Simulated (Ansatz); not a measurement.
Ansatz (a program for electronic structure) input (RPA@PBE/def2-TZVPP):

Ansatz 0.2 input:
```yaml
crystal:
  periodic: [false, false, false]
  atoms:
    - {symbol: Bi, position_ang: [-0.36049780, -0.30572441, 0.60082715]}
    - {symbol: Br, position_ang: [-0.86943567, 1.89236726, -0.71208688]}
    - {symbol: Br, position_ang: [1.72433044, -1.16736366, -0.71273178]}
basis:
  gaussian:
    orbitals: def2-TZVPP
hamiltonian:
  xc: pbe
magnetization: {spin_polarized: true, initial_magnetization: 1}
correlation: {method: rpa, electrons: outside_noble_gas}
```

End of the output:

```
integrals: 0.20 GiB planned
1125 factors; integrals over basis functions are off by at most 7.5e-4 eV
mean field: 0.53 GiB planned
mean field evaluation 1: about -145914.4765 eV, gradient 1.3e1 eV
mean field evaluation 2: about -145914.4783 eV, gradient 1.3e1 eV
mean field evaluation 4: about -145915.5019 eV, gradient 4.2e0 eV
mean field evaluation 8: about -145915.5523 eV, gradient 9.4e-2 eV
mean field evaluation 16: about -145915.5523 eV, gradient 3.8e-5 eV
mean field -145915.55229004 eV, -5362.2976415452 hartree, gradient 6.2e-6 eV, S^2 0.752156; 0 other end points of the search recorded, 0 dependent functions left out
37 core orbitals not correlated
reference -145810.58396057 eV, -5358.4401265873 hartree; 10, 9 occupied and 99, 100 virtual orbitals, 1125 factors
Total energy: -145829.32302337 eV, -5359.1287744434 hartree
```

It need not be the lowest isomer of its formula.
